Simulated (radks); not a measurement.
Values are calculated unless marked as measured or tabulated.
The silicon ion Si+ inside a hard spherical wall (all orbitals vanish at R), configuration held at [Ne] 3s2 3p1 and not refilled when levels cross. Code: a radial shooting solver on a logarithmic mesh with Libxc functionals. Model: non-relativistic Kohn-Sham, r2SCAN, spin-polarised, spherical densities, point nucleus; open shells are filled with parallel spins first; meta-GGA in the generalised Kohn-Sham scheme. Eigenvalues in eV for spin up, with the zero of energy where the potential of the charges vanishes at infinity; a dash marks a level that is unbound or too diffuse for the functional's potential to be trusted. A positive occupied level is held by the wall or, in an anion where self-interaction has pushed it up, behind a barrier. The pressure on the wall is -dE/dV.

R (bohr)  E (hartree)  kinetic (hartree)    e(2s)    e(2p)    e(3s)    e(3p)  e(4s, empty)  e(3d, empty)  pressure (GPa)
free       -289.03389            288.628  -152.38  -107.29  -19.919  -12.184             -             -               0
15         -289.03389            288.628  -152.38  -107.29  -19.919  -12.184             -        -3.143        < 0.0001
12         -289.03389            288.628  -152.38  -107.29  -19.919  -12.184        -3.615        -3.123        < 0.0001
8          -289.03369            288.630  -152.36  -107.27  -19.909  -12.170        -2.476        -2.824          0.0125
7          -289.03280            288.639  -152.30  -107.22  -19.876  -12.121        -1.282        -2.507          0.0868
6          -289.02814            288.679  -152.08  -107.00  -19.745  -11.925         1.225        -1.814           0.615
5          -289.00394            288.842  -151.30  -106.21  -19.242  -11.180         6.923        -0.168            4.63
3.5        -288.68574            290.269  -146.27  -101.18  -14.778   -5.174        36.258         8.468             110
2          -284.24053            302.800  -124.05  -78.675   32.651   46.967        216.32        56.713            5580
